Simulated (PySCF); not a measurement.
**Magnetisability: SMILES Cc1ccnnn1, C$_{4}$H$_{5}$N$_{3}$**

Cartesian coordinates in Å; atom numbers follow the order of the lines, from 1:
```xyz
12

C    -1.8521    0.0550    0.0952
C    -0.3803    0.2372   -0.0391
C     0.5323   -0.8001    0.1640
C     1.8637   -0.4582    0.0003
N     2.2205    0.7788   -0.3292
N     1.3218    1.6851   -0.5009
N     0.0616    1.4502   -0.3668
H    -2.3551    0.9956   -0.1080
H    -2.2007   -0.7031   -0.6044
H    -2.0969   -0.2785    1.1025
H     0.2153   -1.7968    0.4309
H     2.6712   -1.1661    0.1296
```

The calculation used GIAO BHandHLYP/pcSseg-1 magnetisability, rotational g tensor and spin-rotation constants, non-relativistic, gas phase (PySCF 2.14.0). Geometry: GFN2-xTB.

(1) How diamagnetic is it, and how anisotropic?

(2) Split it along the inertial axes a, b, c into diamagnetic and paramagnetic parts about the centre of mass, with the quadrupole moment.

(3) And the rotational g tensor?

Results:

(1) Isotropic -824 × 10⁻³⁰ J/T², or -49.6 × 10⁻⁶ cm³/mol; principal values -1528, -511, -432 × 10⁻³⁰ J/T², anisotropy 1058 × 10⁻³⁰ J/T² (root of half the summed squared differences of the principal values). The susceptibility is in cgs units.

(2) 
```tsv
axis	χ (10⁻⁶ cm³/mol)	diamagnetic (10⁻⁶ cm³/mol)	paramagnetic (10⁻⁶ cm³/mol)	summed x² of all electrons (Å²)	quadrupole Θ (D Å)
a	-29.0	-270.7	241.7	113.4	-0.38
b	-27.8	-523.7	495.9	53.7	-0.43
c	-92.0	-708.8	616.8	10.1	+0.81
```
Anisotropies 2χaa − χbb − χcc = +61.8 and 2χbb − χaa − χcc = +65.4 × 10⁻⁶ cm³/mol. Θ is traceless in Buckingham's convention.

(3) 
```
axis  rotational constant (GHz)        g  nuclear part  electronic part
   a                     6.2097  -0.1287        0.5763          -0.7050
   b                     2.7450  -0.0584        0.5811          -0.6395
   c                     1.9263  +0.0164        0.5746          -0.5582
```
Asymmetric top; isotopes 12C, 1H, 14N; no vibrational averaging.
